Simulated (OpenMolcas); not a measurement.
Ta3+ with 6 ligands (fluoride) in octahedral coordination (Oh) at 2.03 Å. A charge of +0.5 e stands 2.8 Å behind each ligand. Ligand basis ANO-RCC-VDZP.
```
Ta    0.0000    0.0000    0.0000
F     2.0300    0.0000    0.0000
F     0.0000    2.0300    0.0000
F    -2.0300    0.0000    0.0000
F     0.0000   -2.0300    0.0000
F     0.0000    0.0000    2.0300
F     0.0000    0.0000   -2.0300
```

| Property | Result |
| --- | --- |
| Program | OpenMolcas 26.06 |
| Method | SS-CASPT2, IPEA 0.25 Eh, imaginary shift 0.1 Eh (the lowest 17 gerade and 18 ungerade orbitals frozen, chosen by energy and not by shell, so the metal 5p can be frozen and 4f correlated) |
| Basis | ANO-RCC-VDZP [7s6p4d2f1g] |
| Scalar Hamiltonian | DKH2, point nucleus |
| Active space | 2 electrons in 5 orbitals (5d) |
| State averaging | 2S+1 = 3 even, 10 roots; 2S+1 = 1 even, 15 roots |
| Spin-orbit coupling | RASSI with atomic mean-field integrals over the reference wave functions |

(1) What is the spin-free ground state (labels of O, the rotations of Oh)?

(2) Where is the first state of the same spin?

(3) What are the lowest two levels with spin-orbit coupling?

(4) What is χT at 300 K, and how does it compare with the textbook value?

(5) Which ligand-field parameters describe the states?

Results:

(1) 3T1, 3-fold in its orbital part; it has the highest spin that d2 allows.

(2) 3T2 at 27900 cm-1 above the ground state.

(3) A 2-fold level E, then a 3-fold level T2 220 cm-1 above it. Their leading multiplicities are 3 (97 %) and 3 (97 %).

(4) The lowest level has 2S+1 = 3, for which the spin-only value is χT = S(S+1) / 2 = 1.000 cm3 K/mol (g = 2). The computed 0.151 at 300 K differs by -0.849, through orbital momentum, spin-orbit coupling and any other state in reach. With a threefold ground state the orbital momentum is unquenched, so the spin-only value is not expected to hold.

(5) A least-squares ligand-field fit to the states below 45000 cm-1, each weighted by its degeneracy and with a free common offset, gives 10Dq = 28901 cm-1, B = 527 cm-1 and C = 2469 cm-1 (C/B = 4.69), with an rms deviation of 127 cm-1. 

Roots that are degenerate in the reference are averaged as groups; the widest CASPT2 spread within a group is 250 cm-1 (the 3-fold group of multiplicity 1 near 38900 cm-1 above the lowest state of its run). Shifts and gaps below about the spread of the groups concerned are not significant. Over all roots computed the reference weight is 0.73 to 0.74; a low but even weight reflects the number of correlated electrons. An orbital triplet at a regular site is open to Jahn-Teller coupling, which can distort the site and quench the lowest spin-orbit gaps and is left out. The least metal-like active orbital is 79 % on the metal (Löwdin) and no ligand orbital is active, so the numbers are rough. Ligand-to-metal charge-transfer states are missing. With no ligand orbital active B as a rule stays too high, so bands that hang on it stand too high and its fall with covalency is understated. With one d shell and no ligand orbital active, 10Dq can be off by a tenth or more. No measured value stands beside these numbers; the geometry was imposed, not optimised, and the real ion may take another.
